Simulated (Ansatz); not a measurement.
`Cl[SiH2][S][GeH3]` + `[NH2][GeH3]` → `Cl[SiH2][NH][GeH3]` + `[SH][GeH3]` at 700 K and 1 bar (ligand exchange at the Si–S bond).

Gas-phase electronic energies from Ansatz, PBE0-D4/def2-TZVP geometries. CCSD(T)/CBS is the MP2 limit (def2-TZVPP, def2-QZVPP) plus CCSD(T) − MP2 in def2-TZVPP, frozen cores. For Ge outer-core shells are correlated without core-valence functions, which leaves a few kJ/mol of doubt a bond. Scalar relativity is left out up to krypton. One conformer a species, not always the lowest.

```tsv
species	CCSD(T)/CBS energy (Eh)	H − E (kJ/mol)	S (J/(mol·K))
`Cl[SiH2][S][GeH3]`	-3225.84041	195.6	499.9
`[NH2][GeH3]`	-2133.81884	177.8	349.1
`Cl[SiH2][NH][GeH3]`	-2883.36260	234.3	487.7
`[SH][GeH3]`	-2476.30083	133.1	357.0
```

H − E and S are ideal-gas, rigid-rotor, harmonic terms from PBE0-D4/def2-TZVP, for one conformer and one mirror image of each species. 1 Eh = 2625.50 kJ/mol, R = 8.31446 J/(mol·K).

**Question.** By hand: ΔE, ΔH, ΔS and ΔG.

**Answer.** ΔE = (-2883.36260) + (-2476.30083) − (-3225.84041) − (-2133.81884) = -0.00418 Eh = -11.0 kJ/mol. Δ(H − E) = 234.3 + 133.1 − 195.6 − 177.8 = -6.0, so ΔH = -17.0 kJ/mol. ΔS = 487.7 + 357.0 − 499.9 − 349.1 = -4.3 J/(mol·K). ΔG = -17.0 − 700 × (-4.3)/1000 = -14.0 kJ/mol.

**Question.** By hand: the equilibrium constant, and the temperature at which ΔG would vanish if ΔH and ΔS stayed fixed.

**Answer.** log₁₀ K = −ΔG/(RT ln 10) = 1.0. ΔG = 0 at ΔH/ΔS = 3953 K, far beyond where these terms or the molecules hold.

The number of gas molecules stays the same, so ΔS is small and ΔH decides. A doubt of 5 kJ/mol in ΔE shifts log₁₀ K by 0.4 here. Other conformers and mirror images would add mixing entropy, several J/(mol·K) or more a flexible species. Modes under 60 cm⁻¹, often nearly free rotors, make the harmonic entropy too high. These are equilibria of isolated gas molecules and say nothing of rates. Largest T1 diagnostic: 0.011 (customary marks: 0.02 for closed shells, 0.045 for open ones).
